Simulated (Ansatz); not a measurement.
Geometry optimisation, RKS PBE-D4/STO-3G in Ansatz.

input.yaml

```yaml
crystal:
  periodic: [false, false, false]
  atoms:
    - { symbol: "N", position_ang: [0.2117, 0.6978, 1.4768] }
    - { symbol: Si, position_ang: [-0.4867, -0.4213, 0.4533] }
    - { symbol: "N", position_ang: [0.725, -0.632, -0.7007] }
    - { symbol: C, position_ang: [0.0817, -0.1005, -1.5933] }
    - { symbol: O, position_ang: [-1.1042, 0.2238, -0.9188] }
    - { symbol: H, position_ang: [0.885, 0.308, 2.0193] }
    - { symbol: H, position_ang: [0.6977, 1.399, 0.8801] }
    - { symbol: H, position_ang: [-1.0143, -1.6464, 0.9841] }
    - { symbol: H, position_ang: [0.0926, 0.1253, -2.6179] }
basis:
  gaussian: { orbitals: STO-3G }
hamiltonian:
  xc: pbe
  dispersion: d4
relax:
  f_tol: 0.02
  max_steps: 50
output:
  orbitals: {}
```

Command:

```bash
$ ansatz run input.yaml --threads 1 --pin off --max-ram 2048MiB --backend cpu --events-out ev --progress --plain --runs-dir out
```

Task: Where does it end, and by what steps?

Result: It converged. Limits of this set-up: minimal basis. After 13 steps the energy has fallen by 3.191 eV; H6 moved furthest, 0.69 Å. The start is strongly strained (largest force component 13 eV/Å).

| step | energy less start (eV) | largest force component (eV/Å) | accepted |
| --- | --- | --- | --- |
| 0 | 0.0000 | 12.516 | yes |
| 1 | -2.4859 | 3.828 | yes |
| 2 | -3.0422 | 0.982 | yes |
| 3 | -3.1157 | 0.698 | yes |
| 4 | -3.1484 | 0.680 | yes |
| 5 | -3.1596 | 0.518 | yes |
| 6 | -3.0951 | 1.043 | no |
| 7 | -3.1875 | 0.162 | yes |
| 8 | -3.1889 | 0.137 | yes |
| 9 | -3.1890 | 0.188 | yes |
| 10 | -3.1904 | 0.044 | yes |
| 11 | -3.1906 | 0.056 | yes |
| 12 | -3.1909 | 0.029 | yes |
| 13 | -3.1909 | 0.018 | yes |

```xyz
9
Properties=species:S:1:pos:R:3
N 0.238 0.745 1.559
Si -0.176 -0.427 0.361
N 0.909 -0.813 -1.132
C -0.089 -0.186 -1.802
O -1.143 0.324 -0.993
H 0.426 0.398 2.529
H 0.958 1.464 1.316
H -0.874 -1.512 1.049
H -0.160 -0.039 -2.904
```

Whether the end is a true minimum wasn't checked by a vibrational analysis.

Time of the run: 12 s on 1 thread of AMD EPYC 9R45 96-Core Processor (Zen 5) (shared host), peak memory 0.16 GiB.
